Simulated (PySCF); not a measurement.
A calculated (UHF, PySCF 2.14, jorge-DZP-DKH, the spin-free X2C one-electron Hamiltonian (Gaussian nucleus)) atom or ion has these occupied shells.

| shell | electrons | orbital energy (eV) | rms radius, mean of both spins (bohr) |
| --- | --- | --- | --- |
| 1s α | 1 | -368.26 | 0.310 |
| 1s β | 1 | -365.99 | 0.310 |
| 2s α | 1 | -64.327 | 1.39 |

Name the element and its charge.

C³⁺ (carbon, charge +3), in [He] 2s1, 2S determinant.
